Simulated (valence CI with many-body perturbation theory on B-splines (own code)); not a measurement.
Values are calculated unless marked as measured or tabulated.
**Nd XXX: what each term of the Hamiltonian does**

Method: valence CI with perturbative core correlation (CI+MBPT): three valence electrons over a frozen Dirac-Fock core [Ar] 3d10, a basis of 11 s, 11 p, 9 d, 7 f, 5 g, 2 h, 1 i functions for each j, with the one-electron correlation potential Σ1, the two-electron term Σ2, the three-electron term Σ3, Breit, model QED; selected CI, second order for the rest (own B-spline code, finite nucleus).

No measured spectrum was set against this ion. As an estimate, large intervals hold to a few tenths of a per cent, small ones and those within an open d or f shell to about a per cent.

Each rung adds one term. CI alone is the Dirac-Coulomb CI over the frozen core; QED comes last and gives the full result, which names the levels. Energies are above (4s^2 4p1/2) J=1/2 on the same rung, in eV.

Levels are named by their leading jj configuration (3d3/2^4 stands for four electrons in 3d with j = 3/2), which in mixed levels can hold well under half, so a name can repeat and another be missing. Letters in brackets count levels of one name in rising energy.

```tsv
Level	CI alone
(4s^2 4p3/2) J=3/2	31.57
(4s 4p1/2^2) J=1/2	62.87
(4s 4p1/2 4p3/2) J=3/2 [a]	86.17
(4s 4p1/2 4p3/2) J=5/2	91.96
(4s 4p1/2 4p3/2) J=3/2 [b]	100.90
(4s 4p1/2 4p3/2) J=1/2	104.79
(4s 4p3/2^2) J=5/2	121.10
(4s 4p3/2^2) J=3/2	136.33
(4s 4p3/2^2) J=1/2	136.10
(4s^2 4d3/2) J=3/2	146.87
(4s^2 4d5/2) J=5/2	151.97
(4p1/2^2 4p3/2) J=3/2	166.41
(4p1/2 4p3/2^2) J=3/2	191.07
(4p1/2 4p3/2^2) J=5/2	191.62
(4s 4p1/2 4d3/2) J=3/2 [a]	194.00
(4s 4p1/2 4d3/2) J=5/2	198.65
```

What do these energies become with core correlation, Breit and QED?

(4s^2 4p3/2) J=3/2 31.43 (-0.140); (4s 4p1/2^2) J=1/2 62.91 (+0.035); (4s 4p1/2 4p3/2) J=3/2 [a] 86.31 (+0.139); (4s 4p1/2 4p3/2) J=5/2 91.89 (-0.073); (4s 4p1/2 4p3/2) J=3/2 [b] 100.44 (-0.456); (4s 4p1/2 4p3/2) J=1/2 103.78 (-1.010); (4s 4p3/2^2) J=5/2 120.93 (-0.168); (4s 4p3/2^2) J=3/2 135.17 (-1.161); (4s 4p3/2^2) J=1/2 135.27 (-0.833); (4s^2 4d3/2) J=3/2 145.47 (-1.407); (4s^2 4d5/2) J=5/2 150.57 (-1.402); (4p1/2^2 4p3/2) J=3/2 165.55 (-0.863); (4p1/2 4p3/2^2) J=3/2 190.45 (-0.621); (4p1/2 4p3/2^2) J=5/2 191.14 (-0.481); (4s 4p1/2 4d3/2) J=3/2 [a] 193.39 (-0.612); (4s 4p1/2 4d3/2) J=5/2 198.01 (-0.641).

How does the ionisation energy move along the ladder, and which term matters most?

CI alone 1093.0, + Σ1 1094.6, + Σ2 1094.4, + Σ3 1094.4, + Breit 1093.4, + QED 1093.4 eV. The largest step is Σ1, 1.6 eV. NIST lists 1092 ± 4 eV (theoretical).
